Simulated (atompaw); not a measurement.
How hard is this Ce PAW (atompaw) potential?

```json
{"Element": "cerium (Ce)", "Generator": "atompaw 4.2.0.5", "Type": "PAW", "Functional": "LDA (PW92)", "Relativity": "scalar-relativistic", "Frozen core": "[Kr] 4d10", "Valence charge": "12", "Reference configuration": "4f1 5s2 5p6 5d1 6s2 6p0", "Partial waves": "5s (bound): rc 2.00 bohr; 6s (bound): rc 3.00 bohr; 5p (bound): rc 2.50 bohr; 6p (bound, empty): rc 3.00 bohr; 5d (bound): rc 2.70 bohr; 5d channel at 0.55 Ry: rc 3.00 bohr; 4f (bound): rc 1.05 bohr; 4f channel at 3.25 Ry: rc 1.05 bohr", "Local potential": "troulliermartins scheme with l = 4 at 0 Ry, radius 2.95 bohr", "Core correction": "smooth core density matched at 1.60 bohr", "Augmentation charge": "besselshape compensation charge, radius 2.85 bohr; PAW radius 3.00 bohr; waves and projectors: custom rrkj gramschmidtortho"}
```

The pseudo-atom Hamiltonian at the reference potential is diagonalised in spherical Bessel functions j_l(qr) that vanish at 20 bohr, with q² up to the cutoff. All-electron valence levels (Ry): 5s -2.9935, 6s -0.2853, 5p -1.7127, 6p -0.1036, 5d -0.2337, 4f -0.4126.

Task: How do the lowest levels (Ry) of each channel move with the cutoff, and are there ghosts?

Result:

| cutoff (Ry) | s #1 | s #2 | s #3 | p #1 | p #2 | d #1 | f #1 | f #2 | Σ f·Δε (mRy) |
| --- | --- | --- | --- | --- | --- | --- | --- | --- | --- |
| 8 | -2.9837 | -0.2792 | 0.0044 | -1.7002 | -0.0840 | -0.2108 | 0.0927 | 0.1942 | 634.9 |
| 12 | -2.9930 | -0.2851 | 0.0013 | -1.7117 | -0.0993 | -0.2327 | 0.0927 | 0.1938 | 513.7 |
| 21 | -2.9935 | -1.0366 | -0.2852 | -1.7126 | -0.1034 | -0.2337 | 0.0926 | 0.1933 | 506.3 |
| 30 | -2.9935 | -1.0627 | -0.2853 | -1.7127 | -0.1035 | -0.2337 | 0.0926 | 0.1928 | 505.5 |
| 45 | -2.9935 | -1.0778 | -0.2853 | -1.7127 | -0.1036 | -0.2337 | 0.0924 | 0.1905 | 505.1 |
| 55 | -2.9935 | -1.0805 | -0.2853 | -1.7127 | -0.1036 | -0.2337 | 0.0919 | 0.1819 | 504.6 |
| 70 | -2.9935 | -1.0809 | -0.2853 | -1.7127 | -0.1036 | -0.2337 | -0.0730 | 0.0937 | 339.6 |
| 100 | -2.9936 | -1.0815 | -0.2853 | -1.7127 | -0.1036 | -0.2337 | -0.3904 | 0.0931 | 22.2 |
| 120 | -2.9936 | -1.0820 | -0.2853 | -1.7127 | -0.1036 | -0.2337 | -0.4098 | 0.0931 | 2.9 |
| 180 | -2.9936 | -1.0824 | -0.2853 | -1.7127 | -0.1036 | -0.2337 | -0.4119 | 0.0931 | 0.7 |
| 230 | -2.9936 | -1.0825 | -0.2853 | -1.7127 | -0.1036 | -0.2337 | -0.4124 | 0.0931 | 0.2 |
| 400 | -2.9936 | -1.0825 | -0.2853 | -1.7127 | -0.1036 | -0.2337 | -0.4126 | 0.0931 | 0.0 |

Result: ghost state, extra bound levels that the all-electron valence spectrum of the same l lacks: s at -14.7 eV (a true bound ghost makes a file unfit for plane-wave use); 10 mRy is reached at 110 Ry and 1 mRy at 180 Ry.
